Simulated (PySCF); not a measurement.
Al(OH)(OMe)(SeH) (CH5AlO2Se), SMILES C[O][Al]([OH])[SeH]. Atoms are numbered in the order given.

```xyz
10

Al     0.5315    -0.4293     0.0459
O      2.0070    -0.4837     0.8867
H      2.6798    -1.1678     0.8560
O     -0.0435    -1.5947    -1.0254
C      0.1840    -2.8152    -1.6539
H      0.1984    -2.6915    -2.7520
H      1.1453    -3.2786    -1.3574
H     -0.6205    -3.5334    -1.4127
Se    -0.8035     1.4064     0.4048
H      0.1944     1.9533     1.3388
```

Geometry optimised at r2SCAN-D4/def2-SVP. One conformer was computed; it need not be the lowest.

Calculation: PBE/pcSseg-1 (PySCF).

GIAO shieldings, no solvent; atoms alike by connectivity are averaged. δ = σ(ref) − σ: ¹⁷O against H2O (σ = 334.3 ppm); ¹H against TMS (σ = 31.49 ppm); ¹³C against TMS (σ = 182.0 ppm); ⁷⁷Se against Me2Se (σ = 1634.8 ppm), references at their B3LYP-D3(BJ)/def2-TZVP geometries, non-relativistic.

Computed chemical shifts:
```
nucleus       atoms  count  δ (ppm)
-------  ----------  -----  -------
¹⁷O              O2      1     37.4
¹⁷O              O4      1     36.2
¹H       H6, H7, H8      3     4.42
¹H               H3      1     1.99
¹H              H10      1     0.04
¹³C              C5      1     58.7
⁷⁷Se            Se9      1   -705.0
```
